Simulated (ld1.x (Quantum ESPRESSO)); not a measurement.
indium (In): one change to an RRKJ potential, before and after

* Element: indium
* Generator: ld1.x (Quantum ESPRESSO) 7.5
* Type: norm-conserving RRKJ (Kleinman–Bylander form)
* Functional: PW91
* Relativity: scalar-relativistic
* Frozen core: [Kr]
* Valence charge: 13
* Reference configuration: 4d10 5s2 5p1
* Partial waves: 5p (bound): rc 2.20 bohr; 4d (bound): rc 1.10 bohr; 4f channel at -0.15 Ry: rc 2.30 bohr; 5s (bound): rc 2.15 bohr
* Local potential: the s channel
* Core correction: a·sin(br)/r model core, default radius (core density twice the valence density)
* rho0: 0.02

Change: local potential all-electron potential smoothed inside 2.30 bohr (lloc = -1).

Cutoffs: the cutoffs (Ry, on a coarse ladder) from which the occupation-weighted sum of valence levels, in a spherical-Bessel basis at the reference potential, stays within 10 and 1 mRy of its value at 400 Ry; they do not see the model core or the augmentation charge, which bear on the density cutoff. Errors are all-electron minus pseudo energies relative to the spin-unpolarised reference configuration.

Problem. How do hardness, ghosts and transferability respond?

Solution. The potential gets neither clearly harder nor softer (140 Ry and 230 Ry → 140 Ry and 230 Ry); the d channel sets the loose cutoff, while the largest relative change is in s, which becomes harder; of the 7 tests that both files solve, the error grows in 0 and shrinks in 6 by more than 15 % and 0.3 meV (median size 17.0 → 10.8 meV); the range in which the s phases agree narrows (upper end 3.1 → 1.0); the range in which the p phases agree narrows (upper end 4.3 → 2.1); neither file shows a bound ghost.

| quantity | base | changed |
| --- | --- | --- |
| cutoff, loose | 140 Ry | 140 Ry |
| cutoff, tight | 230 Ry | 230 Ry |
| loose cutoff by channel (10 mRy a level) | p 6 Ry, d 70 Ry, s 8 Ry | s 25 Ry, p 6 Ry, d 70 Ry |
| bound ghosts | none | none |
| error for 4d10 5s2 5p0, meV [ΔE 5.42 eV] | -2.4 | -1.9 |
| error for 4d10 5s1 5p0, meV [ΔE 24.74 eV] | -17 | -11 |
| error for 4d10 5s0 5p0, meV [ΔE 53.16 eV] | -69 | -56 |
| error for 4d9 5s2 5p2, meV [ΔE 18.30 eV] | -314 | -180 |
| error for 4d10 5s2 5p0.5, meV [ΔE 1.96 eV] | -0.7 | -0.5 |
| error for 4d10 5s0 5p3, meV [ΔE 12.01 eV] | -11 | -3.8 |
| error for 4d9 5s0 5p0, meV [ΔE 109.64 eV] | -279 | -151 |
| s: phases at 2.50 bohr within 0.05 rad from the reference energy up to (Ry; the scan ends near 5) | 3.1 | 1.0 |
| p: phases at 2.50 bohr within 0.05 rad from the reference energy up to (Ry; the scan ends near 5) | 4.3 | 2.1 |
| d: phases at 2.50 bohr within 0.05 rad from the reference energy up to (Ry; the scan ends near 5) | 0.5 | 0.9 |
| f: phases at 2.50 bohr within 0.05 rad from the reference energy up to (Ry; the scan ends near 5) | 1.5 | 1.5 |
